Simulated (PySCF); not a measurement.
C3H8Si2, SMILES C=C1C[SiH2][SiH2]1. Geometry optimised at TPSSh-D3(BJ)/def2-SVP. The structure was generated by enumeration, and PubChem lists no compound with its InChIKey, so it may never have been made.

Computed equilibrium geometry at TPSSh-D3(BJ)/def2-SVP (PySCF confirms it by a frequency run) as Cartesian coordinates in Å:
```xyz
13

C     -1.5144     1.7162     0.4668
C     -0.6734     0.8310    -0.0908
C      0.8090     1.0662    -0.3826
Si     1.4197    -0.6447     0.2649
Si    -0.8209    -1.0583    -0.2768
H     -2.5429     1.4483     0.7273
H     -1.2042     2.7444     0.6912
H      1.2258     1.9888     0.0537
H      0.9857     1.0940    -1.4750
H      1.6713    -0.6110     1.7325
H      2.5873    -1.2584    -0.4288
H     -1.8050    -1.7558     0.5958
H     -1.0283    -1.4892    -1.6905
```
